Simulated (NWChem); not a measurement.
# CHO$_{2}$, doublet; SMILES O[C]=O

```xyz
4

O     -0.1384     1.1566     0.0000
C      0.4220     0.1158     0.0000
O     -0.0498    -1.1088     0.0000
H     -1.0268    -1.0775     0.0000
```
Atoms are numbered in this order, from 1.

Results from NWChem. Spin-unrestricted. In the optimisation the excess spin sits in a' (Cs, its own frame). Geometry: optimised at PBE0/def2-SVP, spin-unrestricted. No stability test was run on the SCF state. Total energies compare along this basis series because the functional is fixed.

```tsv
level	basis functions	energy (Ha)	highest occupied level (eV)	lowest empty minus highest occupied level, either spin (eV)	dipole (D)	relative time
B3LYP/cc-pVDZ	47	-189.1081	-6.49	3.90	2.00	1
B3LYP/aug-cc-pVDZ	78	-189.1279	-6.96	3.75	1.99	2
B3LYP/cc-pVTZ	104	-189.1722	-6.82	3.86	2.01	5
B3LYP/aug-cc-pVTZ	161	-189.1764	-6.98	3.77	1.99	20
B3LYP/cc-pVQZ	195	-189.1890	-6.92	3.83	2.00	20
```

The last column is a rough cost ratio, cheapest run = 1.
